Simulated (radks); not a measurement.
Task: The mean radii <r> (bohr) of the occupied orbitals of an atom or ion are listed with their occupations. All-electron calculation, scalar-relativistic Kohn-Sham, r2SCAN, spin-polarised, spherical densities, finite nucleus; meta-GGA in the generalised Kohn-Sham scheme; Fermi nuclear charge, rms radius of each element as measured or else 0.836 A^(1/3) + 0.57 fm. Program: a radial shooting solver on a logarithmic mesh with Libxc functionals.

| orbital | occ. | <r> |
|---|---|---|
| 1s up | 1 | 0.3778 |
| 2s up | 1 | 1.787 |
| 3d up | 1 | 4.810 |

Name the element and its charge. Open shells, if any, are filled with parallel spins first.

Result: Z = 4, beryllium, charge +1: Be+ in 1s1 2s1 3d1. The 1s radius gives Z: for a bare nucleus <r> = (2 gamma + 1)/(2Z) with gamma = sqrt(1 - (Z/c)^2), 0.3749 bohr for Z = 4, and screening makes it slightly larger (0.3778 here). The occupations add up to 3, and the charge is Z minus that.
